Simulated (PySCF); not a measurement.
Predicted microwave data (PBE0-D3(BJ)/def2-SVP geometry optimisation, gas phase in PySCF 2.14.0) for one isomer of C10H10:

* Rotational constants: A = 4129, B = 771.1, C = 722.3 MHz
* Dipole components: |μa| = 1.39 D, |μb| = 0.16 D, |μc| = 0.00 D
* Inertial defect: -78.19 u·Å²
* κ: -0.97

Problem. Which structure is it? (One computed conformer of each.)
A. `[CH2:1]=[CH:2][C:3]1=[CH:4]/[CH:5]=[CH:6]\[CH:7]=[CH:8]/[CH:9]=[CH:10]\1` with C1–C2–C3–C4 177°, C3–C4–C5–C6 54°, C5–C6–C7–C8 -54°, C7–C8–C9–C10 57°, C2–C3–C10–C9 125°
B. `[CH2:1]=[CH:2][c:3]1[cH:4][cH:5][c:6]2[c:7]([cH:8]1)[CH2:9][CH2:10]2` with C1–C2–C3–C4 177°
C. `C(C1=CC2(CCC2)C=C1)#C`
D. `[CH2:1]=[CH:2][C:3](=[CH2:4])[c:5]1[cH:6][cH:7][cH:8][cH:9][cH:10]1` with C1–C2–C3–C4 180°, C2–C3–C5–C6 90°
E. `[CH2:1]=[CH:2][c:3]1[cH:4][cH:5][c:6]([CH:7]=[CH2:8])[cH:9][cH:10]1` with C1–C2–C3–C4 180°, C5–C6–C7–C8 0°

Solution. C. It is C#CC1=CC2(C=C1)CCC2, a near-prolate asymmetric top, point group Cs. The candidates at the same level (rigid rotor, commonest isotopes):

```json
{"SMILES": "C=CC1=C/C=C\\C=C/C=C\\1", "A (MHz)": "2399", "B (MHz)": "1070", "C (MHz)": "829.4", "μa (D)": "0.29", "μb (D)": "0.00", "μc (D)": "0.03", "Δ (u·Å²)": "-73.57", "point group": "C1", "rotor": "asymmetric top"}
{"SMILES": "C=Cc1ccc(C=C)cc1", "A (MHz)": "4748", "B (MHz)": "700.2", "C (MHz)": "610.2", "μa (D)": "0.00", "μb (D)": "0.00", "μc (D)": "0.00", "Δ (u·Å²)": "0.00", "point group": "C2h", "rotor": "near-prolate asymmetric top"}
{"SMILES": "C=Cc1ccc2c(c1)CC2", "A (MHz)": "3317", "B (MHz)": "913.1", "C (MHz)": "722.7", "μa (D)": "0.75", "μb (D)": "0.12", "μc (D)": "0.00", "Δ (u·Å²)": "-6.51", "point group": "near Cs", "rotor": "asymmetric top"}
{"SMILES": "C=CC(=C)c1ccccc1", "A (MHz)": "2472", "B (MHz)": "934.8", "C (MHz)": "889.6", "μa (D)": "0.06", "μb (D)": "0.07", "μc (D)": "0.00", "Δ (u·Å²)": "-176.93", "point group": "Cs", "rotor": "near-prolate asymmetric top"}
{"SMILES": "C#CC1=CC2(C=C1)CCC2", "A (MHz)": "4129", "B (MHz)": "771.1", "C (MHz)": "722.3", "μa (D)": "1.39", "μb (D)": "0.16", "μc (D)": "0.00", "Δ (u·Å²)": "-78.19", "point group": "Cs", "rotor": "near-prolate asymmetric top"}
```

`C=CC1=C/C=C\C=C/C=C\1` has A 42 % too low; `C=CC(=C)c1ccccc1` has A 40 % too low; `C=Cc1ccc2c(c1)CC2` has A 20 % too low; `C=Cc1ccc(C=C)cc1` has C 16 % too low. In the right answer the mirror of this Cs structure is the ab plane, so μc vanishes by symmetry. No structure here is proved a minimum.
